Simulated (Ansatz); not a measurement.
Reaction (ligand exchange at the Si–C bond): `C=C[SiH2][SiH](O)O` + HCl → `O[SiH](O)[SiH2]Cl` + ethylene

Program: Ansatz. Geometries: PBE0-D4/def2-TZVP. ΔE: electronic, gas phase. CBS: MP2 limit from def2 TZ/QZ plus the TZ coupled-cluster correction, frozen cores. This one scheme is used for every species. Functionals use def2-TZVPP. One conformer a species, not always the lowest.

CCSD(T)/CBS gives -90.1 kJ/mol.

**Question.** Another level gave -92.4 kJ/mol. Which?
A. HF/def2-TZVPP
B. PBE-D4/def2-TZVPP
C. r2SCAN/def2-TZVPP
D. CCSD/def2-TZVPP

**Answer.** C. r2SCAN -92.4, CCSD/def2-TZVPP -87.9, PBE-D4 -83.8, HF/def2-TZVPP -109.1 kJ/mol.

Largest T1 diagnostic among the species: 0.013.

From PBE to PBE0 (25 % exact exchange), in def2-TZVPP and without D4, ΔE moves by −3.6 kJ/mol. The D4 term adds +6.1 kJ/mol with B3LYP and +3.7 kJ/mol with PBE0; it sums over pairs of atoms, weighted by their polarisabilities, and B3LYP, whose exchange is more repulsive, gets the larger term. In def2-TZVPP, CCSD(T) changes the Hartree–Fock value by +24.6 kJ/mol (the triples alone add +3.3 kJ/mol) and MP2 by +21.4 kJ/mol.

B3LYP here is the variant with VWN-RPA as its local correlation; programs differ in this.
